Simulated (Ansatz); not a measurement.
## AlCl2F (SMILES [F][Al]([Cl])[Cl]): the energy, rung by rung

The species is AlCl2F (4 atoms), meant as a singlet with charge 0. SMILES: `[F][Al]([Cl])[Cl]`. Geometry: relaxed at PBE0-D4/def2-TZVP.

```xyz
4

F     0.0874    0.3882    1.6824
Al    0.0048    0.0215    0.0936
Cl    1.2230   -1.4637   -0.6634
Cl   -1.3153    1.0539   -1.1125
```

Quantity: the energy change with the F1–Al2 bond stretched from 1.633 to 2.041 Å, in eV. The values are calculated.

| level | kind | program | value (eV) | less FCI/STO-3G | CPU time (all runs) |
| --- | --- | --- | --- | --- | --- |
| HF/STO-3G (restricted) | Hartree–Fock | Ansatz | 2.39 | +0.57 | 0.51 s |
| SVWN5/STO-3G (restricted) | LDA | Ansatz | 1.97 | +0.15 | 2.3 s |
| revPBE/STO-3G (restricted) | GGA | Ansatz | 1.71 | -0.11 | 3.6 s |
| r2SCAN0/STO-3G (restricted) | hybrid meta-GGA | Ansatz | 2.10 | +0.28 | 9.3 s |
| HSE06/STO-3G (restricted) | range-separated hybrid | Ansatz | 1.98 | +0.16 | 4.4 s |
| wB97X/STO-3G (restricted) | range-separated hybrid | Ansatz | 2.05 | +0.23 | 16 s |
| RPA@PBE/STO-3G (restricted) | RPA | Ansatz | 1.74 | -0.08 | 5.6 s |
| MP2/STO-3G (restricted) | perturbation theory | Ansatz | 2.13 | +0.31 | 0.58 s |
| CCSD/STO-3G (restricted) | coupled cluster or CI | Ansatz | 1.82 | 0.00 | 0.76 s |
| FCI/STO-3G | exact in the basis | Ansatz | 1.82 | 0.00 | 25 s |

FCI/STO-3G is exact within its basis and frozen core, so for wave-function methods in that basis the difference is their error; functionals converge differently with the basis, so for them it is only a difference. The first shape isn't each level's own minimum. The values span 1.71 to 2.39 eV. All rows use very small basis sets, so none should be taken for the real molecule's value. In so small a basis fixed costs decide the times, and correlated methods can beat functionals. Times are those of the runs behind each value, whatever else they computed, on shared processors of several kinds: orders of magnitude only.
